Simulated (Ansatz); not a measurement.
Consider the substitution at a C–Al bond: `C#[C][Al]([CH3])[C]#C` + `OCS` → `C#CSCO` + `C#[C][AlH][CH3]`.

Gas-phase electronic energies from Ansatz, PBE0-D4/def2-TZVP geometries. CCSD(T)/CBS is the MP2 limit (def2-TZVPP, def2-QZVPP) plus CCSD(T) − MP2 in def2-TZVPP, frozen cores. This one scheme is used for every species. Functionals use def2-TZVPP. One conformer a species, not always the lowest.

```tsv
level	ΔE (eV)
PBE0-D4	0.78
r2SCAN0-D4	0.84
revPBE	0.74
CCSD(T)/def2-SVP	0.86
```

What does CCSD(T)/CBS give? (Best estimate.)

Ansatz gave: +0.94 eV. The listed levels differ from it by -0.16, -0.10, -0.20, -0.08 eV.

Largest T1 diagnostic among the species: 0.013.

At CCSD(T), def2-SVP lies −0.07 eV from the extrapolated value and def2-TZVPP −0.00 eV. Leaving LDA and LC-ωPBE aside and taking each functional with its dispersion term where it has one, the values, not all of them listed here, spread over 0.22 eV, from revPBE-D4 to BHLYP-D4. LDA lies −0.10 eV from PBE without D4.
